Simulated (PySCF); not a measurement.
CH₂F, SMILES [CH2]F, doublet (PBE0/def2-SVP optimised geometry):

```
4

C     -0.246    -0.194     0.000
F     -0.816     1.002     0.000
H     -0.847    -1.002     0.425
H      0.847    -0.194     0.000
```

Level of theory: unrestricted PBE0/def2-TZVP (PySCF 2.14.0).

What are the frontier orbital energies (α orbitals alone; a β orbital can be the lowest empty one) and the dipole moment?

HOMO-2 -13.67 eV, HOMO-1 -10.54 eV, HOMO -6.39 eV, LUMO 1.97 eV, LUMO+1 2.44 eV; dipole moment 1.27 D.

On the same geometry unrestricted PBE/def2-TZVP (PySCF) gives HOMO-2 -11.44 eV, HOMO-1 -8.72 eV, HOMO -4.79 eV, LUMO 1.13 eV, LUMO+1 1.39 eV; dipole moment 1.12 D.

Meta-Löwdin charges at PBE0/def2-TZVP: C1 -0.01, F2 -0.24, H3 0.12, H4 0.12.
